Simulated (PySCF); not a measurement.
# Ionisation energy of Co(2+) by level of theory

Co(2+) [Ar] 3d7 (4F) → Co(3+) [Ar] 3d6 (5D), as a difference of total energies. Calculation: PySCF 2.14, in x2c-TZVPPall (6s5p4d2f1g, 64 functions); scalar relativity by spin-free X2C-1e. Correlated levels: valence and next inner shell: [Ne] frozen. The calculations carry no spin-orbit coupling.

Problem. Order these methods by the ionisation energy they give, lowest first.
A. UHF
B. SCS-MP2 (valence and next inner shell)
C. CCSD (valence and next inner shell)
D. MP2 (valence and next inner shell)

Solution. A (31.190 eV), C (33.034 eV), B (33.360 eV), D (33.434 eV).

A first-order spin-orbit estimate (lowest level to lowest level, LS coupling) adds 0.026 eV.

Errors of the correlated levels include the incompleteness of this basis and the frozen core.

For comparison: 33.5 ± 0.06 eV (semi-empirical (NIST evaluation); NIST Atomic Spectra Database, ionization energies).
